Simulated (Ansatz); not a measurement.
A nudged elastic band was laid between two geometries of BFH3NO + H2 (9 atoms, charge 0, multiplicity 1).

The calculation used RKS PBE0-D4/def2-SVP (Ansatz).

| Item | Value |
| --- | --- |
| movable images | 7 |
| climbing image | yes |
| spring | 5.0 eV/Å² |
| optimiser | quadratic models (default) |
| start path | through a guess of the saddle point |
| force threshold | 0.2 eV/Å |
| iteration limit | 60 |
| end points | relaxed |

Image 0:

```xyz
9
Properties=species:S:1:pos:R:3
B 0.106 -0.670 0.154
N 0.021 -0.251 1.499
H -0.836 -0.149 2.023
H 0.855 -0.075 2.041
F 1.320 -0.799 -0.391
O -0.952 -0.954 -0.652
H -1.806 -0.838 -0.228
H -0.513 3.094 1.125
H -0.343 2.351 1.157
```

Image 8:

```xyz
9
Properties=species:S:1:pos:R:3
B -0.333 0.417 0.058
N 0.011 0.387 1.730
H -0.849 0.559 2.250
H 0.372 -0.529 2.001
F 0.906 0.115 -0.495
O -1.318 -0.574 -0.134
H -0.925 -1.341 -0.559
H -0.711 1.574 -0.104
H 0.697 1.100 1.983
```

Task: What changes between the two ends?

Result: Bonds broken: H8–H9. Bonds formed: B1–H8, N2–H9. BFH3NO + H2 becomes BFH5NO.

Task: Give the energies along the band, and the barrier.

Result: It converged. The highest image is number 4 of 0 to 8, 181.5 kJ/mol above the first end and 159.8 kJ/mol above the last; the last end lies 21.7 kJ/mol above the first. The threshold of 0.2 eV/Å is loose, so the images may lie well off the minimum-energy path. Neighbouring images differ by up to 1.5 eV, so the band resolves the path poorly. The order of the stationary point at the top wasn't checked. The orbitals stay closed-shell, which can raise the energy where a bond breaks towards radicals; this wasn't checked here.

```csv
image,path coordinate (Å),energy (kJ/mol),H8–H9 (Å),B1–H8 (Å),N2–H9 (Å)
0,0.00,0.0,0.76,3.94,2.65
1,0.77,0.9,0.76,3.49,2.65
2,1.53,4.7,0.76,2.86,2.57
3,2.30,38.5,0.77,2.14,2.04
4,3.07,181.5,1.07,1.45,1.29
5,3.97,66.1,1.94,1.24,1.02
6,4.87,25.0,2.42,1.23,1.02
7,5.78,24.1,2.42,1.23,1.02
8,6.68,21.7,2.56,1.23,1.02
```

Task: What is the geometry of the highest image?

Result: 
```xyz
9
Properties=species:S:1:pos:R:3
B -0.010 0.139 0.161
N -0.102 0.191 1.745
H -0.895 -0.219 2.231
H 0.779 -0.005 2.215
F 1.270 -0.077 -0.233
O -1.005 -0.522 -0.530
H -1.799 -0.681 -0.016
H -0.184 1.580 0.062
H -0.202 1.302 1.095
```

Time of the run: 57 s on 2 threads of Intel(R) Xeon(R) 6975P-C (Granite Rapids) (shared host), peak memory 0.16 GiB.
